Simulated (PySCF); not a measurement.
**Molecular orbitals of GeI⁺**

BLYP at R = 2.406 Å; Ge def2-TZVPPD, I def2-TZVPPD with ECP28; scalar-relativistic core potentials (PySCF 2.14). State: ¹Σ⁺ (singlet), closed shell. Only the outer orbitals are listed, counted within each symmetry, core potentials removing the inner ones.

| orbital | occ. | ε (eV) | on Ge (%) | main shells (%) |
| --- | --- | --- | --- | --- |
| 10σ | 2 | -23.92 | 12 | 87 I s, 8 Ge s |
| 11σ | 2 | -18.36 | 75 | 75 Ge s, 14 I p, 10 I s |
| 12σ | 2 | -13.31 | 47 | 51 I p, 32 Ge p, 14 Ge s |
| 6π | 2 | -13.01 | 17 | 82 I p, 15 Ge p |
| 6π | 2 | -13.01 | 17 | 82 I p, 15 Ge p |
| 7π | 0 | -9.71 | 84 | 84 Ge p, 15 I p |
| 7π | 0 | -9.71 | 84 | 84 Ge p, 15 I p |
| 13σ | 0 | -6.75 | 63 | 54 Ge p, 26 I p, 9 I d |

Problem. Which are the highest filled and the lowest empty level, where do they sit, and how wide is the gap?

Solution. Highest filled 6π at -13.01 eV (in %: 82 I p, 15 Ge p); lowest empty 7π at -9.71 eV (in %: 84 Ge p, 15 I p); the gap at BLYP is 3.30 eV.

```json
{
 "bond order (Mayer)": "2.02",
 "⟨S²⟩": "0.000",
 "charge on Ge (Mulliken, basis-dependent)": "0.65",
 "charge on Ge (Löwdin, basis-dependent)": "0.54",
 "dipole moment (positive dipole points towards I; it is taken about the centre of mass and depends on that origin)": "-3.18 D"
}
```

Spin–orbit coupling is left out.
